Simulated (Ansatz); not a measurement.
Reaction (ligand exchange at the Si–C bond): `CC[SiH](F)Br` + CH₃NH₂ → `CN[SiH](F)Br` + `CC`

Program: Ansatz. Geometries: PBE0-D4/def2-TZVP. ΔE: electronic, gas phase. CCSD(T)/CBS is the MP2 limit (def2-TZVPP, def2-QZVPP) plus CCSD(T) − MP2 in def2-TZVPP, frozen cores. This one scheme is used for every species. For Br outer-core shells are correlated without core-valence functions, which leaves a few kJ/mol of doubt a bond. Scalar relativity is left out up to krypton. One conformer a species, not always the lowest.

```
         level  ΔE (kcal/mol)
MP2/def2-TZVPP          -17.7
 MP2/CBS(def2)          -17.9
```

**Question.** What does CCSD(T)/CBS give? (Estimate.)

**Answer.** The calculation gave: -17.3 kcal/mol. The listed levels differ from it by -0.4, -0.6 kcal/mol.

Largest T1 diagnostic among the species: 0.009.

In def2-TZVPP, CCSD(T) changes the Hartree–Fock value by +1.9 kcal/mol (the triples alone add +0.2 kcal/mol) and MP2 by +1.3 kcal/mol.
